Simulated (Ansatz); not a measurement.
Geometry optimisation, Ansatz, DFT PBE, scalar-relativistic, plane waves, PAW.

The input (input.yaml):

```yaml
accuracy: low
crystal:
  lattice:
    - [0.0, 5.66, 5.66]
    - [5.66, 0.0, 5.66]
    - [5.66, 5.66, 0.0]
  atoms:
    - { symbol: Ge, position: [0.0, 0.0, 0.0] }
    - { symbol: Ge, position: [0.125, 0.125, 0.125] }
    - { symbol: Ge, position: [0.0, 0.0, 0.5] }
    - { symbol: Ge, position: [0.125, 0.125, 0.625] }
    - { symbol: Ge, position: [0.0, 0.5, 0.0] }
    - { symbol: Ge, position: [0.125, 0.625, 0.125] }
    - { symbol: Ge, position: [0.0, 0.5, 0.5] }
    - { symbol: Ge, position: [0.125, 0.625, 0.625] }
    - { symbol: Ge, position: [0.5, 0.0, 0.0] }
    - { symbol: Ge, position: [0.625, 0.125, 0.125] }
    - { symbol: Ge, position: [0.5, 0.0, 0.5] }
    - { symbol: Ge, position: [0.625, 0.125, 0.625] }
    - { symbol: Ge, position: [0.5, 0.5, 0.0] }
    - { symbol: Ge, position: [0.625, 0.625, 0.125] }
    - { symbol: Ge, position: [0.5, 0.5, 0.5] }
    - { symbol: Ge, position: [0.625, 0.625, 0.625] }
    - { symbol: H, position: [0.8857874, 0.3767254, 0.3753268] }
basis:
  ecutwfc: 420.0
kpoints:
  mp_grid: { grid: [2, 2, 2] }
hamiltonian:
  xc: pbe
  pseudopotentials: { kind: paw, azcp: { folder: soft_1 } }
scf:
  occupations: { method: fermi_dirac, width: 0.05 }
  lower_state_search: "off"
relax:
  f_tol: 0.08
  max_steps: 25
  adjacent_minimum: "off"
```

Command:

```bash
$ ansatz run input.yaml --threads 2 --pin off --max-ram 5120MiB --backend cpu --events-out ev --progress --plain --runs-dir out
```

Where does it end, and by what steps?

The forces met the threshold. The threshold is loose, so the end isn't yet a minimum. The force dipped under the threshold on the way, but the program's further checks kept it going. Limits of this set-up: coarse k mesh, odd electron count without spin, a small cell, in which the defect meets its images, low accuracy level. After 11 steps the energy has fallen by 0.273 eV; Ge7 moved furthest, 0.73 Å. Joined: Ge7–H17 (2.37 → 1.64 Å).

```json
{"step": "0", "energy less start (eV)": "0.0000", "largest force component (eV/Å)": "0.286", "accepted": "yes"}
{"step": "1", "energy less start (eV)": "-0.0312", "largest force component (eV/Å)": "0.054", "accepted": "yes"}
{"step": "2", "energy less start (eV)": "-0.0326", "largest force component (eV/Å)": "0.020", "accepted": "yes"}
{"step": "3", "energy less start (eV)": "-0.0345", "largest force component (eV/Å)": "0.048", "accepted": "yes"}
{"step": "4", "energy less start (eV)": "-0.0394", "largest force component (eV/Å)": "0.091", "accepted": "yes"}
{"step": "5", "energy less start (eV)": "-0.0668", "largest force component (eV/Å)": "0.197", "accepted": "yes"}
{"step": "6", "energy less start (eV)": "-0.1096", "largest force component (eV/Å)": "0.277", "accepted": "yes"}
{"step": "7", "energy less start (eV)": "-0.1833", "largest force component (eV/Å)": "0.295", "accepted": "yes"}
{"step": "8", "energy less start (eV)": "-0.2240", "largest force component (eV/Å)": "0.299", "accepted": "yes"}
{"step": "9", "energy less start (eV)": "-0.2365", "largest force component (eV/Å)": "0.271", "accepted": "yes"}
{"step": "10", "energy less start (eV)": "-0.2728", "largest force component (eV/Å)": "0.074", "accepted": "yes"}
{"step": "11", "energy less start (eV)": "-0.2728", "largest force component (eV/Å)": "0.074", "accepted": "yes"}
```

```xyz
17
Lattice="0.0000 5.6600 5.6600 5.6600 0.0000 5.6600 5.6600 5.6600 0.0000" Properties=species:S:1:pos:R:3
Ge 0.075 0.080 0.076
Ge 1.508 1.486 1.488
Ge 2.763 2.945 -0.060
Ge 4.210 4.356 1.382
Ge 2.759 -0.067 2.943
Ge 4.205 1.378 4.350
Ge 5.239 2.411 2.410
Ge 6.868 4.042 4.048
Ge 0.053 2.888 2.890
Ge 1.474 4.307 4.305
Ge 2.910 5.741 2.912
Ge 4.314 7.147 4.351
Ge 2.909 2.910 5.736
Ge 4.313 4.345 7.148
Ge 5.775 5.599 5.602
Ge 7.187 7.045 7.045
H 4.296 7.125 7.119
```

The run took 100 s on 2 threads of Arm Neoverse V2, on a shared host, peak memory 0.97 GiB.
